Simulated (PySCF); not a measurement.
Vertical excitations of a molecule C₆H₁₀ from TDDFT-B3LYP/def2-SVPD in PySCF, as energy in eV (oscillator strength): 5.97 (0.028), 6.43 (0.050), 6.57 (0.005), 6.91 (0.012), 7.03 (0.296), 7.19 (0.054), 7.42 (0.031), 7.43 (0.206), 7.46 (0.136), 7.63 (0.039). Lowest triplet (TDA): 4.33 eV. Coordinates come from a PBE0-D3(BJ)/def2-SVP optimisation. Other conformers were not sampled.

Task: Identify the compound among the candidates.
A. C=CCC(=C)C
B. C#CCCCC
C. CC1=CCCC1
D. C=CC1CCC1

Result: A, C=CCC(=C)C
